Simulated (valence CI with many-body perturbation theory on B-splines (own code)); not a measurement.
**Yb LXV: E2, E3, M2 decay**

Method: configuration interaction combined with many-body perturbation theory (CI+MBPT): four valence electrons over a frozen Dirac-Fock core [He], radial functions for each j: 11 s, 11 p, 10 d, 8 f, 5 g, 2 h, with the one-electron correlation potential Σ1 (screened to all orders), the two-electron term Σ2, the three-electron term Σ3, Breit, model QED; selected single and double excitations, second order for the rest, scaled by the run's own slope (own B-spline code, finite nucleus).

The last digits are not significant, and no measured levels were compared; by estimate large intervals hold to a few tenths of a per cent, small ones and those within an open d or f shell to about a per cent. Among the levels kept, up to 1100 cm⁻¹ of a level comes from second order outside the variational space, and about a tenth of that is noise between levels of different J, which matters for small intervals.

Lines 51 to 86 of 86 in falling wavelength, among levels below 100610 × 10³ cm⁻¹, chosen from the decays that carry over 1 % of a level's rate. Wavelengths and rates use the calculated energies. Electric multipoles are in the length gauge, E1 and E2 with the static RPA response of the core. S is in atomic units (e²a₀⁴ for E2 and M2, e²a₀⁶ for E3), for M1 in squared Bohr magnetons. Weak lines are less certain than strong ones. Lines between different terms over intervals too small for the method are left out, as are lines whose strength nearly cancels. The highest levels of a list are the least certain.

Levels are named by their leading jj configuration (3d3/2^4 stands for four electrons in 3d with j = 3/2), which in mixed levels can hold well under half, so a name can repeat and another be missing. Letters in brackets count levels of one name in rising energy.

```tsv
λ vac (nm)	Upper	Lower	Type	A (s⁻¹)	S (a.u.)
0.1296	(2s^2 2p3/2 3p3/2) J=1	(2s^2 2p1/2 2p3/2) J=2	E2	1.08e+12	1.05e-05
0.1295	(2s 2p3/2^2 3p3/2) J=4	(2s 2p1/2 2p3/2^2) J=2 [a]	E2	8.74e+11	2.56e-05
0.1293	(2s^2 2p3/2 3p3/2) J=3	(2s^2 2p1/2 2p3/2) J=1	E2	7.52e+11	1.70e-05
0.1292	(2s^2 2p3/2 3p3/2) J=2	(2s^2 2p1/2 2p3/2) J=2	E2	8.75e+11	1.41e-05
0.1289	(2s^2 2p3/2 3p3/2) J=2	(2s^2 2p1/2 2p3/2) J=1	E2	3.80e+11	6.04e-06
0.1288	(2s^2 2p3/2 3p3/2) J=0	(2s^2 2p1/2 2p3/2) J=2	E2	1.23e+12	3.89e-06
0.1280	(2s 2p1/2 2p3/2 3d5/2) J=5	(2s 2p1/2^2 2p3/2) J=2	E3	7.08e+09	1.39e-06
0.1280	(2s 2p3/2^2 3d5/2) J=5	(2s 2p1/2 2p3/2^2) J=3	M2	1.80e+10	6.05e-07
0.1274	(2s^2 2p3/2 3d5/2) J=4	(2s^2 2p1/2 2p3/2) J=2	M2	2.70e+10	7.29e-07
0.1274	(2s^2 2p3/2 3d5/2) J=4	(2s^2 2p1/2 2p3/2) J=2	E3	2.87e+09	4.49e-07
0.1272	(2s^2 2p3/2 3d5/2) J=4	(2s^2 2p1/2 2p3/2) J=1	E3	4.96e+09	7.65e-07
0.1258	(2p1/2 2p3/2^2 3d3/2) J=4	(2s 2p1/2 2p3/2^2) J=2 [b]	E2	3.69e+12	9.35e-05
0.1258	(2p1/2^2 2p3/2 3d3/2) J=2	(2s 2p1/2^2 2p3/2) J=1	E2	2.39e+12	3.36e-05
0.1257	(2p1/2^2 2p3/2 3d3/2) J=3	(2s 2p1/2^2 2p3/2) J=1	E2	3.08e+12	6.03e-05
0.1257	(2s 2p1/2 2p3/2 3d3/2) J=4	(2s^2 2p1/2 2p3/2) J=2	E2	3.35e+12	8.43e-05
0.1255	(2s 2p1/2^2 3d3/2) J=2	(2s^2 2p1/2^2) J=0	E2	3.87e+12	5.38e-05
0.1252	(2p1/2 2p3/2^2 3d3/2) J=2 [c]	(2s 2p1/2 2p3/2^2) J=1 [b]	E2	3.52e+12	4.83e-05
0.1252	(2s 2p1/2 2p3/2 3d5/2) J=4 [a]	(2s^2 2p1/2 2p3/2) J=2	E2	4.96e+11	1.22e-05
0.1248	(2p1/2^2 2p3/2 3d3/2) J=2	(2s 2p1/2^2 2p3/2) J=2	E2	4.18e+12	5.63e-05
0.1247	(2p1/2 2p3/2^2 3d3/2) J=2 [c]	(2s 2p1/2 2p3/2^2) J=0	E2	2.50e+12	3.37e-05
0.1247	(2p1/2 2p3/2^2 3d3/2) J=4	(2s 2p1/2 2p3/2^2) J=3	E2	2.37e+12	5.74e-05
0.1247	(2p1/2^2 2p3/2 3d3/2) J=3	(2s 2p1/2^2 2p3/2) J=2	E2	3.44e+12	6.47e-05
0.1247	(2s 2p3/2^2 3d5/2) J=4 [a]	(2s^2 2p3/2^2) J=2	E2	2.97e+12	7.20e-05
0.1246	(2p1/2^2 2p3/2 3d3/2) J=1	(2s 2p1/2^2 2p3/2) J=2	E2	6.04e+12	4.87e-05
0.1246	(2p1/2^2 2p3/2 3d3/2) J=0	(2s 2p1/2^2 2p3/2) J=2	E2	6.53e+12	1.75e-05
0.1244	(2p1/2 2p3/2^2 3d3/2) J=1 [a]	(2s 2p1/2 2p3/2^2) J=2 [a]	E2	5.32e+12	4.25e-05
0.1244	(2p1/2 2p3/2^2 3d3/2) J=2 [a]	(2s 2p1/2 2p3/2^2) J=2 [a]	E2	4.71e+12	6.26e-05
0.1244	(2p1/2 2p3/2^2 3d3/2) J=0	(2s 2p1/2 2p3/2^2) J=2 [a]	E2	5.70e+12	1.52e-05
0.1243	(2p1/2 2p3/2^2 3d3/2) J=3 [a]	(2s 2p1/2 2p3/2^2) J=2 [a]	E2	2.90e+12	5.38e-05
0.1242	(2p1/2 2p3/2^2 3d3/2) J=4	(2s 2p1/2 2p3/2^2) J=2 [a]	E2	4.39e+11	1.04e-05
0.1238	(2s 2p3/2^2 3d5/2) J=2 [b]	(2s^2 2p3/2^2) J=0	E2	8.15e+12	1.06e-04
0.1237	(2p1/2^2 2p3/2 3d5/2) J=4	(2s 2p1/2^2 2p3/2) J=2	E2	6.64e+12	1.54e-04
0.1236	(2s 2p1/2 2p3/2 3d5/2) J=4 [c]	(2s^2 2p1/2 2p3/2) J=2	E2	4.67e+12	1.08e-04
0.1235	(2s 2p1/2 2p3/2 3d5/2) J=3 [c]	(2s^2 2p1/2 2p3/2) J=1	E2	4.71e+12	8.45e-05
0.1233	(2s 2p3/2^2 3d5/2) J=4 [b]	(2s^2 2p3/2^2) J=2	E2	6.42e+12	1.47e-04
0.1233	(2s 2p3/2^2 3d5/2) J=3 [b]	(2s^2 2p3/2^2) J=2	E2	1.45e+12	2.59e-05
```
